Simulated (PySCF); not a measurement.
Nb(O)(OH)2(Me) (CH5NbO3), SMILES [OH][Nb]([CH3])([OH])=[O], multiplicity 1. Atoms are numbered in the order given.

```xyz
10

Nb    -0.0741     0.0357     0.0000
O     -0.2277     1.7375     0.0000
O     -0.7773    -0.7223     1.5977
H     -1.2120    -0.3553     2.3770
O     -0.7773    -0.7223    -1.5977
H     -1.2120    -0.3553    -2.3770
C      2.0644    -0.3243     0.0000
H      2.5300     0.1282    -0.8922
H      2.2728    -1.4084     0.0000
H      2.5300     0.1282     0.8922
```

The structure is a stationary point at B3LYP-D3(BJ)/def2-SVP. The spin state was assumed, not searched. The structure was generated by enumeration; whether it is a known compound was not checked. The def2 effective core potentials stand for the cores of Nb; spin–orbit coupling is left out. The values are those of a single conformer.

Level of theory: CAM-B3LYP/def2-TZVP (PySCF).

Gas-phase values at a fixed geometry.

Q: Estimate the frontier levels, gap, dipole moment and polarisability. (Estimate from the structure and the level; the computed values follow.)

A: 
```json
{
  "highest_occupied_level": "-9.55 eV",
  "lowest_empty_level": "-0.17 eV",
  "orbital_gap": "9.37 eV",
  "dipole_moment": "1.28 D",
  "quadrupole, principal values (traceless, Buckingham form, about the centre of nuclear charge)": "-13.76, 2.26, 11.50 D·Å",
  "mean_static_polarisability": "60.8 bohr³ (9.01 Å³)",
  "polarisability_principal_values": "56.2, 59.6, 66.8 bohr³"
}
```
